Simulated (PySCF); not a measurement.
**Field gradients at the hydrogen positions**

C4H6F2O2Si.
Structure used (GFN2-xTB), in Å, numbered top down from 1:
```
atom  x, y, z in Å
C1    -2.613    0.433    0.129
O2    -1.719   -0.632    0.403
C3    -0.420   -0.406    0.195
C4     0.549   -1.307    0.362
C5     1.926   -0.803    0.061
F6     2.489   -1.498   -1.010
Si7    1.558    1.039   -0.353
F8     1.826    1.480   -1.866
O9    -0.063    0.864   -0.181
H10   -3.605    0.041    0.344
H11   -2.551    0.740   -0.918
H12   -2.405    1.295    0.768
H13    0.358   -2.329    0.624
H14    2.618   -0.979    0.892
H15    2.047    2.069    0.528
```

Level: PBE0/pcSseg-1 (PySCF, non-relativistic); Q(2H) = 0.00286 b; rigid geometry, the same for H and D, with no vibrational averaging.

Problem. Rank these positions by the coupling χzz of a deuteron there, largest first.
A. H10 (methyl hydrogen)
B. H14 (methine hydrogen)
C. H13 (vinylic hydrogen)
D. H15 (Si–H hydrogen)

Solution. C (235 kHz), A (205 kHz), B (197 kHz), D (115 kHz).

Problem. What are Vzz, η and χzz (234.96 MHz × Q × Vzz) at all hydrogens?

Solution. 
```
atom  bonded to  bond length (Å)  Vzz (au)     η  χzz (kHz)
 H10         C1            1.088    0.3046  0.08        205
 H11         C1            1.093    0.2933  0.10        197
 H12         C1            1.093    0.2941  0.10        198
 H13         C4            1.072    0.3497  0.11        235
 H14         C5            1.095    0.2927  0.08        197
 H15        Si7            1.442    0.1715  0.00        115
```

Problem. Average by the element that carries the hydrogen.

Solution. on C: 206 kHz over 5 positions, mean bond length 1.088 Å; on Si: 115 kHz over 1 position, mean bond length 1.442 Å.

Problem. Give the 2H NMR doublet splittings at H14 for a magnetic field along the z, y and x axes of the gradient: 3χ/2, 3χ(1 + η)/4, 3χ(1 − η)/4.

Solution. With |χ| = 196.7 kHz and η = 0.077: 295, 159 and 136 kHz, to first order and without motion.

Geometry: GFN2-xTB, one conformer, isolated molecule. GFN2-xTB bond lengths can be off by several hundredths of an ångström, more for odd bonds, and the gradients follow them. The basis is small and wasn't made for field gradients, so the couplings can be 20 % off.
